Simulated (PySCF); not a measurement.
Structure with atom numbers: `[CH3:1][C:2](=[O:3])[O:4][SiH2:5][Cl:6]`. Hydrogens are named by the atom that carries them.

Geometry: PBE0-D3(BJ)/def2-SVP; GIAO shifts from PySCF 2.14, gas phase, non-relativistic, averaged over equivalent atoms.

At B97-2/pcSseg-2 (300 basis functions, 43 s wall time on 1 thread of an Arm Neoverse V2, shared host):
```tsv
atoms	δ (ppm)
C2	181.5
C1	22.1
O3	444.0
O4	227.1
Si5	-14.9
Cl6	-6.2
H(Si5)	5.55
H(C1)	2.05
```

References, each an isolated molecule treated in the same way: TMS for 13C (σref 183.46) and 29Si (σref 347.59) and 1H (σref 31.36); 17O (σref 326.24) against H2O; 35Cl (σref 936.59) against HCl.

Predict the values at BLYP/pcSseg-2 on the same geometry.

## Answers


```csv
atoms,δ at BLYP/pcSseg-2,change
C2,182.7,+1.2
C1,21.9,-0.2
O3,457.0,+13.0
O4,248.8,+21.7
Si5,-17.8,-2.9
Cl6,9.8,+16.0
H(Si5),5.81,+0.26
H(C1),2.08,+0.03
```

Referencing at the same level of theory: 13C (175.01 ppm), 29Si (309.66 ppm), 1H (31.38 ppm) against TMS; 17O (325.17 ppm) against H2O; 35Cl (920.16 ppm) vs HCl.

The largest change is at O4 (oxygen bonded to C, Si). Cost: 300 basis functions, 47 s wall time on 1 thread of an Arm Neoverse V2, shared host.

Unscaled 17O shifts of doubly bonded oxygen tend to come out too high, by tens of ppm or more. Experimental scales use liquid or dissolved standards, which lie at an offset from isolated H2O (liquid H2O: subtract about 36 ppm).
